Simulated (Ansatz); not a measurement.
`CB[SiH2][AlH2]` + `C=N` → `C=[N][AlH2]` + `CB[SiH3]` at 600 K and 1 bar (cleavage of the Al–Si bond).

Calculated with Ansatz (gas phase, PBE0-D4/def2-TZVP geometries, no zero-point term in ΔE). CCSD(T)/CBS is the MP2 limit (def2-TZVPP, def2-QZVPP) plus CCSD(T) − MP2 in def2-TZVPP, frozen cores. This one scheme is used for every species. One conformer a species, not always the lowest.

```
         species  CCSD(T)/CBS energy (Eh)  H − E (kJ/mol)  S (J/(mol·K))
`CB[SiH2][AlH2]`               -598.71139           278.8          489.8
           `C=N`                -94.52360           129.6          259.4
   `C=[N][AlH2]`               -337.15304           155.6          339.9
      `CB[SiH3]`               -356.10570           243.9          396.6
```

H − E and S are ideal-gas, rigid-rotor, harmonic terms from PBE0-D4/def2-TZVP, for one conformer and one mirror image of each species. 1 Eh = 2625.50 kJ/mol, R = 8.31446 J/(mol·K).

Question: By hand: ΔE, ΔH, ΔS and ΔG.

Answer: ΔE = (-337.15304) + (-356.10570) − (-598.71139) − (-94.52360) = -0.02375 Eh = -62.4 kJ/mol. Δ(H − E) = 155.6 + 243.9 − 278.8 − 129.6 = -8.9, so ΔH = -71.3 kJ/mol. ΔS = 339.9 + 396.6 − 489.8 − 259.4 = -12.7 J/(mol·K). ΔG = -71.3 − 600 × (-12.7)/1000 = -63.7 kJ/mol.

Question: By hand: the equilibrium constant, and the temperature at which ΔG would vanish if ΔH and ΔS stayed fixed.

Answer: log₁₀ K = −ΔG/(RT ln 10) = 5.5. ΔG = 0 at ΔH/ΔS = 5614 K, far beyond where these terms or the molecules hold.

The number of gas molecules stays the same, so ΔS is small and ΔH decides. A doubt of 5 kJ/mol in ΔE shifts log₁₀ K by 0.4 here. Other conformers and mirror images would add mixing entropy, several J/(mol·K) or more a flexible species. Modes under 60 cm⁻¹, often nearly free rotors, make the harmonic entropy too high. These are equilibria of isolated gas molecules and say nothing of rates. Largest T1 diagnostic: 0.015 (customary marks: 0.02 for closed shells, 0.045 for open ones).
